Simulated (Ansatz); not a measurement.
K₂H₃, relaxed as a doublet with UKS PBE0-D4/def2-TZVP in Ansatz, starting from the GFN1-xTB geometry. Force threshold 0.02 eV/Å.

In the doublet, H4 and H5 lie 0.76 Å apart (atoms count from 1), so H2 has formed as a molecule. The structure comes from a short search, and lower isomers may exist.

Start:

```csv
atom,x (Å),y (Å),z (Å)
K1,2.247,-2.545,0.304
K2,0.097,0.024,-0.631
H3,0.841,-0.876,1.572
H4,-1.605,1.750,-0.234
H5,-1.580,1.647,-1.010
```

(1) Estimate the energy that the relaxation releases and the steps that it takes.

(2) Does the start keep its bonding and symmetry?

(3) Predict the relaxed structure.

Answers

(1) 33.5 kJ/mol, in 18 steps; 2.3 min on 4 threads of Intel Xeon on a shared host. The force fell under the threshold at step 5, but the optimiser went on and released 0.068 eV more. No frequencies were taken in this run, so the end may be a saddle point.

(2) Bonds lost: K2–H5 (atoms count from 1).

(3) 
| atom | x (Å) | y (Å) | z (Å) |
| --- | --- | --- | --- |
| K1 | 1.934 | -2.231 | 1.192 |
| K2 | 0.501 | -0.164 | -1.766 |
| H3 | 0.342 | -0.461 | 0.667 |
| H4 | -1.186 | 1.183 | 0.160 |
| H5 | -1.591 | 1.672 | -0.252 |
Bond lengths (bridged metal pairs left out): 2 × H–K 2.44 to 2.46 Å.
